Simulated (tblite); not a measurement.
Input of a run (GFN2-xTB geometry optimisation, gas phase (tblite 0.8.0)), started from a force field or distance geometry:
```
{"job": {"kind": "relax", "xc": "GFN2-xTB", "basis": "xTB"}, "charge": 0, "multiplicity": 1}
C     -2.677600     0.398500     0.641900
N     -1.722000    -0.668000     0.822000
Si    -0.439600    -0.397800    -0.397900
Si     1.577200    -0.992800     0.294800
F      1.495900    -1.672600     1.847800
Si     2.756200     0.903600     0.422900
H     -3.696600     0.135800     0.973800
H     -2.282800     1.281200     1.215300
H     -2.680700     0.658800    -0.428800
H     -2.155900    -1.619800     0.751600
H     -0.466300     1.059000    -0.675200
H     -0.742900    -1.055000    -1.670400
H      2.204500    -1.970300    -0.607200
H      4.191600     0.624300     0.544400
H      2.205200     1.653900     1.566800
H      2.426200     1.670400    -0.778100
```

Output (eV, eV/Å):
```
step      E/eV     max force
  0    -547.19947    2.135
  1    -547.37730    0.829
  2    -547.44059    0.712
  3    -547.48113    0.655
  4    -547.61233    0.757
  5    -547.67893    0.782
  6    -547.74788    0.603
  7    -547.77942    0.417
  8    -547.80604    0.360
  9    -547.81951    0.321
 10    -547.82945    0.237
 11    -547.83766    0.200
 12    -547.84380    0.185
 13    -547.84877    0.196
 14    -547.85329    0.187
 15    -547.85788    0.149
 16    -547.86269    0.182
 17    -547.86745    0.173
 18    -547.87198    0.222
 19    -547.87685    0.169
 20    -547.88240    0.193
 21    -547.88897    0.260
 22    -547.89563    0.261
 23    -547.90091    0.185
 24    -547.90417    0.139
 25    -547.90823    0.172
 26    -547.91261    0.180
 27    -547.91746    0.149
 28    -547.92202    0.211
 29    -547.92727    0.233
 30    -547.93248    0.217
 31    -547.93847    0.216
 32    -547.94394    0.222
 33    -547.94917    0.578
 34    -547.95537    0.194
 35    -547.96294    0.174
 36    -547.97221    0.333
 37    -547.97859    0.301
 38    -547.98471    0.401
 39    -547.99013    0.240
 40    -547.99615    0.186
 41    -548.00260    0.141
 42    -548.00698    0.118
 43    -548.00907    0.094
 44    -548.01164    0.131
 45    -548.01375    0.130
 46    -548.01600    0.112
 47    -548.01784    0.134
 48    -548.01977    0.116
 49    -548.02195    0.160
 50    -548.02424    0.146
 51    -548.02575    0.086
 52    -548.02650    0.067
 53    -548.02697    0.061
 54    -548.02768    0.072
 55    -548.02869    0.091
 56    -548.02983    0.092
 57    -548.03096    0.076
 58    -548.03196    0.083
 59    -548.03293    0.093
 60    -548.03416    0.094
 61    -548.03599    0.117
 62    -548.03869    0.172
 63    -548.04203    0.192
 64    -548.04508    0.129
 65    -548.04714    0.142
 66    -548.04887    0.154
 67    -548.05087    0.183
 68    -548.05302    0.271
 69    -548.05567    0.200
 70    -548.05939    0.153
 71    -548.06084    0.123
 72    -548.06304    0.124
 73    -548.06559    0.110
 74    -548.06832    0.154
 75    -548.07136    0.142
 76    -548.07393    0.105
 77    -548.07506    0.115
 78    -548.07603    0.089
 79    -548.07683    0.089
 80    -548.07953    0.122
 81    -548.08120    0.118
 82    -548.08271    0.090
 83    -548.08367    0.078
 84    -548.08478    0.065
 85    -548.08571    0.086
 86    -548.08633    0.061
 87    -548.08667    0.050
 88    -548.08704    0.054
 89    -548.08769    0.067
 90    -548.08896    0.106
 91    -548.08985    0.090
 92    -548.09037    0.040
 93    -548.09056    0.034
 94    -548.09076    0.050
 95    -548.09116    0.070
 96    -548.09182    0.077
 97    -548.09253    0.064
 98    -548.09297    0.041
 99    -548.09318    0.042
100    -548.09334    0.048
101    -548.09361    0.062
102    -548.09437    0.088
103    -548.09547    0.103
104    -548.09667    0.084
105    -548.09753    0.053
106    -548.09803    0.053
107    -548.09844    0.051
108    -548.09909    0.070
109    -548.09996    0.072
110    -548.10058    0.043
111    -548.10093    0.052
112    -548.10112    0.040
113    -548.10147    0.050
114    -548.10188    0.051
115    -548.10271    0.055
116    -548.10371    0.073
117    -548.10473    0.080
118    -548.10537    0.052
119    -548.10572    0.050
120    -548.10598    0.041
121    -548.10616    0.037
122    -548.10632    0.035
123    -548.10646    0.037
124    -548.10666    0.037
125    -548.10680    0.027
126    -548.10689    0.017
127    -548.10694    0.019
128    -548.10698    0.019
129    -548.10704    0.024
130    -548.10713    0.025
131    -548.10723    0.025
132    -548.10734    0.034
133    -548.10745    0.035
134    -548.10753    0.028
135    -548.10761    0.018
136    -548.10768    0.020
137    -548.10775    0.018
138    -548.10781    0.022
139    -548.10787    0.019
140    -548.10793    0.020
141    -548.10798    0.017
142    -548.10804    0.023
143    -548.10811    0.024
144    -548.10822    0.034
145    -548.10837    0.038
146    -548.10857    0.039
147    -548.10878    0.032
148    -548.10895    0.027
149    -548.10908    0.025
150    -548.10922    0.036
151    -548.10941    0.039
152    -548.10964    0.041
153    -548.10989    0.041
154    -548.11013    0.032
155    -548.11037    0.048
156    -548.11056    0.035
157    -548.11068    0.021
158    -548.11074    0.018
159    -548.11079    0.017
160    -548.11087    0.028
161    -548.11099    0.024
162    -548.11111    0.024
163    -548.11120    0.021
164    -548.11127    0.020
165    -548.11133    0.025
166    -548.11140    0.015
167    -548.11146    0.016
168    -548.11152    0.021
169    -548.11160    0.031
170    -548.11174    0.039
171    -548.11195    0.041
172    -548.11224    0.049
173    -548.11253    0.047
174    -548.11278    0.041
175    -548.11299    0.045
176    -548.11320    0.044
177    -548.11340    0.040
178    -548.11365    0.046
179    -548.11401    0.049
180    -548.11455    0.059
181    -548.11518    0.084
182    -548.11569    0.136
183    -548.11689    0.173
184    -548.11841    0.140
185    -548.11948    0.198
186    -548.12103    0.113
187    -548.12179    0.093
188    -548.12188    0.168
189    -548.12268    0.146
190    -548.12328    0.079
191    -548.12373    0.053
192    -548.12425    0.072
193    -548.12491    0.062
194    -548.12572    0.079
195    -548.12640    0.101
196    -548.12696    0.095
197    -548.12760    0.064
198    -548.12814    0.096
199    -548.12856    0.087
200    -548.12870    0.097
201    -548.12934    0.085
202    -548.12983    0.034
203    -548.13033    0.058
204    -548.13083    0.079
205    -548.13181    0.093
206    -548.13267    0.131
207    -548.13154    0.166
208    -548.13291    0.108
209    -548.13343    0.187
210    -548.13422    0.048
211    -548.13480    0.071
212    -548.13532    0.053
213    -548.13680    0.127
214    -548.13757    0.081
215    -548.13817    0.089
216    -548.12920    0.296
217    -548.13892    0.052
218    -548.13930    0.038
219    -548.13992    0.073
220    -548.14040    0.065
221    -548.14077    0.044
222    -548.14127    0.087
223    -548.14168    0.053
224    -548.14204    0.056
225    -548.14228    0.036
226    -548.14247    0.054
227    -548.14273    0.043
228    -548.14249    0.089
229    -548.14315    0.060
230    -548.14329    0.051
231    -548.14357    0.026
232    -548.14382    0.043
233    -548.14410    0.043
234    -548.14446    0.056
235    -548.14488    0.058
236    -548.14543    0.054
237    -548.14583    0.041
238    -548.14568    0.078
239    -548.14617    0.058
240    -548.14639    0.035
241    -548.14665    0.032
242    -548.14713    0.088
243    -548.14763    0.054
244    -548.14788    0.049
245    -548.14841    0.067
246    -548.14865    0.044
247    -548.14900    0.049
248    -548.14933    0.051
249    -548.14958    0.052
250    -548.14992    0.047
251    -548.15033    0.052
252    -548.15065    0.048
253    -548.15076    0.027
254    -548.15091    0.026
255    -548.15105    0.035
256    -548.15109    0.036
257    -548.15120    0.016
258    -548.15125    0.015
259    -548.15130    0.012
260    -548.15132    0.010
261    -548.15133    0.010
```

Problem. Summarise the run.

Solution. The energy falls by 91.8 kJ/mol over 261 L-BFGS steps, the largest force on an atom goes from 2.14 to 0.010 eV/Å, and the atoms move by 1.655 Å rms after alignment. The bond that changes most is Si3–Si4 (SiH2 silicon to fluorine-bound silicon), which lengthens by 0.089 Å. Bonds longer at the end by more than 0.005 Å: 3 of 15; shorter: 7. Among the angles that change most is Si3–Si4–Si6, from 105.7° to 121.7°. Among the dihedrals that turn most is H12–Si3–Si4–F5, from -124° to 35°. The energy rose by more than 1e-5 eV at steps 207, 216, 228 and 238. The first step brought 19 % of the lowering.

Problem. What are the final bond lengths?

Solution. C1–N2 1.441 Å, N2–Si3 1.721 Å, Si3–Si4 2.303 Å, Si4–F5 1.632 Å, Si4–Si6 2.318 Å, C1–H7 1.096 Å, C1–H8 1.092 Å, C1–H9 1.088 Å, N2–H10 1.009 Å, Si3–H11 1.471 Å, Si3–H12 1.481 Å, Si4–H13 1.471 Å, Si6–H14 1.465 Å, Si6–H15 1.472 Å, Si6–H16 1.466 Å. Numbering counts from 1 in the input's order; the species is `[SiH2](NC)[Si@H](F)[SiH3]`.

GFN2-xTB frequencies show an imaginary mode (41i cm⁻¹), so the point is no minimum at that level.

These are computed values.
